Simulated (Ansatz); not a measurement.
A made-up structure of SiHO2F, singlet:

O1  (-0.001, -1.734, 0.416)
Si2  (-0.297, -0.239, -0.039)
O3  (0.505, 0.863, -0.044)
F4  (-1.490, 0.594, -0.625)
H5  (1.283, 0.517, 0.291)
(Å)

It is relaxed with PBE-D4/def2-SVP and then PBE0-D4/def2-TZVP (Ansatz 0.2.0). Atoms count as bonded within 1.22 times the sum of their covalent radii (H–H: 0.88 Å). The end point is not checked to be a true minimum.

Q: Does its bonding change? (Judge from chemistry; the calculation decides.)

A: The calculation gives: No: no bond forms or breaks.

Where it ends: The first stage lowers the energy by 3.25 eV in 8 steps. It ends as SiHO₂F ([O][Si]([OH])[F]):
```
5
angstrom
O -0.2089 -1.7193 0.3453
Si -0.3760 -0.2770 -0.0551
O 0.6937 0.9226 0.0029
F -1.6704 0.3907 -0.6341
H 1.5615 0.6831 0.3410
```

Labels in which every atom is bracketed show which atoms are joined, not bond orders.

For scale, one of the runs: PBE0-D4/def2-TZVP relaxation, 136 basis functions, launched by `ansatz run in.yaml --threads 2 --pin off --events-out ev --progress --plain --max-ram 4352MiB`. Hardware: 2 CPU threads of an Intel Xeon Platinum 8259CL, shared host. Wall time about 16 s.
